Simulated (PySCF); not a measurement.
# Ta²⁺: excitation energy

Ta²⁺ [Xe] 4f14 5d3 (4F) → Ta²⁺ [Xe] 4f14 5d2 6s1 (4F), as a difference of total energies. All numbers are calculated (PySCF 2.14, a scalar-relativistic core potential, in def2-TZVPPD with the def2 core potential (60 electrons) (6s5p3d2f1g, 59 functions)). Correlated levels: valence: 5s2 5p6 frozen. The calculations carry no spin-orbit coupling.

```tsv
method	excitation energy (eV)
UHF	0.774
MP2 (valence)	0.821
SCS-MP2 (valence)	0.790
CCSD (valence)	0.820
CCSD(T) (valence)	0.820
```

Q: How much does correlation contribute at CCSD(T) (valence)?

A: 0.820 − (0.774) = 0.046 eV, measured against UHF.
